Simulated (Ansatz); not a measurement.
Cartesian coordinates (Å):
SMILES: B(NB)=N
```xyz
8

B     -1.4865     0.0978     0.2520
N     -0.3517     0.0229    -0.5764
B      0.9819    -0.0645    -0.1242
N      2.1566    -0.1412     0.2567
H     -2.5665     0.1684    -0.2543
H     -1.3329     0.0884     1.4363
H     -0.4884     0.0313    -1.5772
H      3.0874    -0.2031     0.5872
```
Charge 0, spin multiplicity 1.

These are frozen-core CCSD(T)/cc-pVTZ // PBE0-D4/def2-TZVP (Ansatz, a first-principles code) values and carry that method's errors.

```
Property                       Result
----------------------  -------------
HF energy               -160.72416 Ha
MP2 correlation energy    -0.60218 Ha
```

Question: Estimate the CCSD correlation energy, the (T) correction, the total energy and the T1 diagnostic.

Answer: 
| Quantity | Value |
|---|---|
| CCSD correlation energy | -0.62634 Ha |
| (T) correction | -0.02707 Ha |
| CCSD(T) total energy | -161.37756 Ha |
| T1 diagnostic | 0.015 |
